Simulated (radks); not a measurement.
The numbers below are computed, except where a source is named.
Initial-state core-level shifts of the platinum ion Pt3+ when its valence configuration changes from [Xe] 4f14 5d7. Code: a radial shooting solver on a logarithmic mesh with Libxc functionals. Model: scalar-relativistic Kohn-Sham, PBE, spin-polarised, spherical densities, finite nucleus; open shells are filled with parallel spins first (spin-orbit coupling, left out, can overturn this in heavy ions); Fermi nuclear charge, rms radius 5.427 fm. Shifts are changes of the shell-averaged eigenvalues in eV (positive: less bound); the change of the density at the nucleus, which sets a Mossbauer isomer shift, is in e/bohr^3, on a base of 2.116e+06.

valence,2p,3s,5s,5p,density at nucleus
4f13 5d7 6p1,-19.283,-21.252,-10.097,-8.651,+146.2
4f14 5d6 6p1,-5.712,-5.644,-5.255,-4.930,+17.9
4f13 5d6 6s1 6p1,-23.765,-25.629,-13.962,-12.187,+415.1
4f13 5d8,-13.373,-15.412,-4.684,-3.552,+128.2
4f14 5d6 6s1,-4.182,-4.098,-3.730,-3.429,+243.8
4f12 5d9,-27.218,-31.415,-9.262,-7.005,+262.8
4f13.5 5d6 6s1.5,-13.152,-14.023,-8.140,-7.130,+434.0
4f13 5d7 6s1,-17.745,-19.698,-8.562,-7.138,+376.8
4f12 5d7 6p2,-39.486,-43.520,-20.327,-17.421,+302.0
